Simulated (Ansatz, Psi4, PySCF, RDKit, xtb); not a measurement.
Dimer: H2O (SMILES O) (first 3 atoms) with CH2O (SMILES C=O); geometry from B3LYP-D3(BJ)/def2-TZVP, rigid monomers moved along the line of their centres of mass till O1···C4 is 3.24 Å.
(charge 0, multiplicity 1):
```xyz
7

O     -0.15034     0.43763    -0.11458
H      0.49207     0.16848    -0.77930
H     -0.52355    -0.38205     0.22991
C     -0.01189     0.51952     3.11819
O     -0.41579    -0.60102     3.27890
H      1.06761     0.75945     3.11939
H     -0.69398     1.37505     2.96679
```

Counterpoise-corrected where a basis set is named; no monomer relaxation. Rows marked so take none.

Frozen-core correlation. Rows in 3-21G, 6-31G* carry no dispersion term and start afresh at each structure (6-31G* with six Cartesian d functions). MP2/6-31G* freezes PySCF's default core.

Codes used: Ansatz (a quantum-chemistry and plane-wave program) with Gaussian orbitals; Psi4 for SAPT; PySCF for 3-21G rows, 6-31G* rows; RDKit for the force fields; xtb for the GFN methods. 

```json
[
 {"level": "MMFF94", "interaction energy (kcal/mol)": "-3.38"},
 {"level": "GFN-FF", "interaction energy (kcal/mol)": "-2.17"},
 {"level": "r2SCAN/def2-TZVPPD", "interaction energy (kcal/mol)": "-2.53"},
 {"level": "B3LYP/3-21G (no counterpoise)", "interaction energy (kcal/mol)": "-3.37"},
 {"level": "B3LYP/6-31G*", "interaction energy (kcal/mol)": "-1.91"},
 {"level": "B3LYP/6-31G* (no counterpoise)", "interaction energy (kcal/mol)": "-3.01"},
 {"level": "B3LYP/def2-TZVPPD", "interaction energy (kcal/mol)": "-1.80"},
 {"level": "MP2/6-31G*", "interaction energy (kcal/mol)": "(withheld)"},
 {"level": "SAPT0/jun-cc-pV(D+d)Z", "interaction energy (kcal/mol)": "(withheld)"}
]
```

Task: Complete the blanks.

Result: 
- MP2/6-31G*, interaction energy (kcal/mol): -2.07
- SAPT0/jun-cc-pV(D+d)Z, interaction energy (kcal/mol): -2.88
